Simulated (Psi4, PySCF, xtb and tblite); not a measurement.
Internal rotation in SMILES [SiH3]c1ccccc1[SeH]. Scanned: dihedral C2–C7–Se8–H16; all other coordinates were relaxed at GFN2-xTB. Points at φ and −φ are mirror images. Heavy atoms are numbered in the order of the SMILES [SiH3]c1ccccc1[SeH], hydrogens after them in the order of the atoms that carry them; the mirror image has the same energies with the sign of each dihedral reversed.

RKS-BP86/6-31G* = restricted BP86/6-31G*, spherical d, density fitting // GFN2-xTB (PySCF); GFN2-xTB (xtb and tblite); RHF/6-31G* = PySCF 2.14.0 with restricted Hartree-Fock/6-31G*, spherical d, density fitting // GFN2-xTB; PBE-D3(BJ)/def2-SVP // GFN2-xTB (Psi4).

Energies relative to the lowest point of each profile, in eV; the last columns give the difference from PBE-D3(BJ):

```csv
φ / °,RKS-BP86/6-31G*,GFN2-xTB,RHF/6-31G*,PBE-D3(BJ)/def2-SVP,RKS-BP86/6-31G* − PBE-D3(BJ)/def2-SVP,GFN2-xTB − PBE-D3(BJ)/def2-SVP,RHF/6-31G* − PBE-D3(BJ)/def2-SVP
-165,0.017,0.008,0.094,0.012,0.005,-0.004,0.082
-150,0.016,0.032,0.076,0.013,0.002,0.018,0.062
-135,0.016,0.065,0.054,0.017,-0.001,0.048,0.037
-120,0.013,0.097,0.030,0.019,-0.006,0.078,0.011
-105,0.008,0.118,0.010,0.017,-0.009,0.101,-0.007
-90,0.003,0.124,0.000,0.011,-0.009,0.112,-0.011
-75,0.000,0.116,0.005,0.006,-0.006,0.110,-0.001
-60,0.001,0.102,0.024,0.002,-0.001,0.100,0.021
-45,0.005,0.088,0.047,0.000,0.005,0.088,0.047
-30,0.013,0.081,0.069,0.004,0.009,0.076,0.065
-15,0.024,0.080,0.089,0.013,0.011,0.067,0.076
0,0.029,0.080,0.097,0.017,0.011,0.063,0.080
15,0.024,0.080,0.089,0.013,0.011,0.067,0.076
30,0.013,0.081,0.069,0.004,0.009,0.076,0.065
45,0.005,0.088,0.047,0.000,0.005,0.088,0.047
60,0.001,0.102,0.024,0.002,-0.001,0.100,0.021
75,0.000,0.116,0.005,0.006,-0.006,0.110,-0.001
90,0.003,0.124,0.000,0.011,-0.009,0.112,-0.011
105,0.008,0.118,0.010,0.017,-0.009,0.101,-0.007
120,0.013,0.097,0.030,0.019,-0.006,0.078,0.011
135,0.016,0.065,0.054,0.017,-0.001,0.048,0.037
150,0.016,0.032,0.076,0.013,0.002,0.018,0.062
165,0.017,0.008,0.094,0.012,0.005,-0.004,0.082
180,0.019,0.000,0.104,0.015,0.005,-0.015,0.089
```

RKS-BP86/6-31G* is furthest from PBE-D3(BJ)/def2-SVP at 0 (0.011 eV, above); its mean absolute difference over the points is 0.006 eV.

GFN2-xTB is furthest from PBE-D3(BJ)/def2-SVP at -90 (0.112 eV, above); its mean absolute difference over the points is 0.070 eV.

RHF/6-31G* is furthest from PBE-D3(BJ)/def2-SVP at 180 (0.089 eV, above); its mean absolute difference over the points is 0.042 eV.
